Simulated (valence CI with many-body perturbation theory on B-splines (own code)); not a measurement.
**Si⁹⁺: electric-dipole lines**

Method: valence CI with perturbative core correlation (CI+MBPT): three valence electrons over a frozen Dirac-Fock core [He], radial functions for each j: 11 s, 11 p, 10 d, 8 f, 5 g, 2 h, with the one-electron correlation potential Σ1, the two-electron term Σ2, the three-electron term Σ3, Breit, model QED; selected CI, second order for the rest, scaled by the run's own slope (own B-spline code, finite nucleus).

No measured levels were compared; by estimate levels of excited configurations hold to 0.05 to 0.15 % of their energy, terms of the ground configuration to about 0.5 %.

Lines 1 to 50 of 590 in falling wavelength, among levels below 2809100 cm⁻¹, chosen from the strongest by gf and those to the six lowest levels. Wavelengths and rates use the calculated energies, so an error of 300 cm⁻¹ moves a line at 1441 nm by 4.3 % and its rate by three times that or more. Electric multipoles are in the length gauge, E1 and E2 with the static RPA response of the core. Weak lines are less certain than strong ones. Lines between different terms over intervals too small for the method are left out, as are lines whose strength nearly cancels. Where a level lies close to another of its J and parity, the split of strength between their lines is uncertain. The highest levels of a list are the least certain.

Names give the largest LS component (configuration and term), which can be under half, so a name can repeat, a term be missing and a line seem to break the LS rules; names also repeat where a configuration has a term twice. Letters in brackets count levels of one name in rising energy.

```
λ vac (nm)           Upper               Lower   A (s⁻¹)  S (a.u.) with core polarisation  S without
      1441   2s²5f ²F°_7/2        2s²5d ²D_5/2  2.61e+06                         3.09e+01   3.09e+01
      1431   2s²5f ²F°_5/2        2s²5d ²D_3/2  2.49e+06                         2.16e+01   2.16e+01
     769.6   2s2p4f ²F_5/2      2s2p4d ²D°_3/2  3.17e+06                         4.27e+00   4.27e+00
     748.0   2s2p4f ⁴F_5/2      2s2p4d ⁴D°_3/2  2.99e+06                         3.70e+00   3.70e+00
     727.8    2s²5d ²D_5/2       2s²5p ²P°_3/2  2.35e+07                         2.68e+01   2.68e+01
     711.4    2s²5d ²D_3/2       2s²5p ²P°_1/2  2.09e+07                         1.49e+01   1.49e+01
     700.0   2s2p4f ⁴D_7/2      2s2p4d ⁴P°_5/2  3.26e+06                         4.41e+00   4.41e+00
     691.1   2s2p4f ⁴G_9/2      2s2p4d ⁴D°_7/2  3.52e+06                         5.74e+00   5.74e+00
     639.8   2s²4f ²F°_7/2        2s²4d ²D_5/2  8.45e+06                         8.74e+00   8.74e+00
     634.7   2s²4f ²F°_5/2        2s²4d ²D_3/2  8.08e+06                         6.12e+00   6.12e+00
     597.8   2s²5p ²P°_1/2        2s²5s ²S_1/2  3.65e+07                         7.71e+00   7.71e+00
     583.1   2s²5p ²P°_3/2        2s²5s ²S_1/2  3.94e+07                         1.54e+01   1.54e+01
     560.6   2s2p4f ⁴F_9/2      2s2p4d ⁴F°_7/2  8.19e+06                         7.12e+00   7.12e+00
     548.6   2s2p4f ⁴F_7/2      2s2p4d ⁴F°_5/2  7.18e+06                         4.68e+00   4.68e+00
     518.9   2s2p4f ⁴G_5/2      2s2p4d ⁴F°_3/2  1.08e+07                         4.46e+00   4.46e+00
     486.5  2s2p4f ⁴G_11/2      2s2p4d ⁴F°_9/2  1.96e+07                         1.34e+01   1.34e+01
     448.9  2s2p4d ⁴D°_7/2       2s2p4p ⁴P_5/2  2.50e+07                         8.91e+00   8.91e+00
     438.1  2s2p4d ⁴D°_3/2       2s2p4p ⁴P_1/2  1.40e+07                         2.33e+00   2.33e+00
     437.7   2s2p4f ⁴G_9/2      2s2p4d ⁴F°_7/2  7.48e+06                         3.10e+00   3.10e+00
     434.6  2s2p4d ²P°_3/2       2s2p4p ²S_1/2  2.18e+07                         3.54e+00   3.54e+00
     434.5  2s2p4d ⁴D°_1/2       2s2p4p ⁴P_1/2  2.88e+07                         2.33e+00   2.33e+00
     423.4  2s2p4d ⁴F°_9/2       2s2p4p ⁴D_7/2  4.31e+07                         1.61e+01   1.61e+01
     415.7  2s2p4d ⁴F°_7/2       2s2p4p ⁴D_5/2  4.27e+07                         1.21e+01   1.21e+01
     409.3  2s2p4d ⁴P°_5/2       2s2p4p ⁴P_5/2  1.83e+07                         3.71e+00   3.71e+00
     408.7  2s2p4d ⁴F°_5/2       2s2p4p ⁴D_3/2  3.90e+07                         7.89e+00   7.89e+00
     403.3  2s2p4d ⁴F°_3/2       2s2p4p ⁴D_1/2  3.54e+07                         4.58e+00   4.58e+00
     395.5  2s2p4d ²P°_1/2       2s2p4p ²S_1/2  3.58e+07                         2.19e+00   2.19e+00
     386.6  2s2p4d ⁴P°_3/2       2s2p4p ⁴P_3/2  3.26e+07                         3.72e+00   3.72e+00
     382.0    2s²4d ²D_5/2       2s²4p ²P°_3/2  5.81e+07                         9.58e+00   9.58e+00
     379.5  2s2p4d ⁴P°_1/2       2s2p4p ⁴P_3/2  5.29e+07                         2.85e+00   2.85e+00
     374.1    2s²4d ²D_3/2       2s²4p ²P°_1/2  5.15e+07                         5.32e+00   5.32e+00
     365.8  2s2p4d ⁴D°_5/2       2s2p4p ²P_3/2  3.62e+07                         5.24e+00   5.24e+00
     365.7  2s2p4d ²D°_5/2       2s2p4p ⁴S_3/2  2.03e+07                         2.93e+00   2.93e+00
     357.2   2s2p4p ²D_3/2  2s2p4s ²P°_3/2 [a]  2.32e+07                         2.09e+00   2.09e+00
     348.4  2s2p4d ⁴D°_7/2       2s2p4p ⁴D_7/2  2.30e+07                         3.84e+00   3.84e+00
     345.9   2s2p4p ⁴D_3/2      2s2p4s ⁴P°_3/2  3.40e+07                         2.78e+00   2.78e+00
     341.2  2s2p4d ⁴P°_5/2       2s2p4p ⁴S_3/2  2.57e+07                         3.03e+00   3.03e+00
     337.6   2s2p4p ⁴D_1/2      2s2p4s ⁴P°_1/2  6.31e+07                         2.40e+00   2.40e+00
     331.3  2s2p4d ²F°_7/2       2s2p4p ²D_5/2  9.36e+07                         1.34e+01   1.34e+01
     328.1  2s2p4d ²F°_5/2       2s2p4p ²D_3/2  8.48e+07                         8.87e+00   8.87e+00
     328.1   2s2p4p ⁴D_7/2      2s2p4s ⁴P°_5/2  8.54e+07                         1.19e+01   1.19e+01
     326.6  2s2p4d ²D°_3/2       2s2p4p ²P_1/2  5.24e+07                         3.60e+00   3.60e+00
     321.0   2s2p4p ⁴D_3/2      2s2p4s ⁴P°_1/2  4.50e+07                         2.94e+00   2.94e+00
     320.0   2s2p4p ⁴D_5/2      2s2p4s ⁴P°_3/2  7.95e+07                         7.72e+00   7.72e+00
     319.3  2s2p4d ²D°_5/2       2s2p4p ²P_3/2  2.83e+07                         2.73e+00   2.73e+00
     313.8   2s²4p ²P°_1/2        2s²4s ²S_1/2  9.73e+07                         2.97e+00   2.97e+00
     312.7   2s2p4p ²D_5/2  2s2p4s ²P°_3/2 [a]  1.01e+08                         9.11e+00   9.11e+00
     306.6   2s²4p ²P°_3/2        2s²4s ²S_1/2  1.04e+08                         5.94e+00   5.94e+00
     303.0   2s2p4p ²D_3/2  2s2p4s ²P°_1/2 [a]  7.28e+07                         4.00e+00   4.00e+00
     287.5   2s2p4p ²P_3/2      2s2p4s ⁴P°_1/2  3.27e+07                         1.53e+00   1.53e+00
```
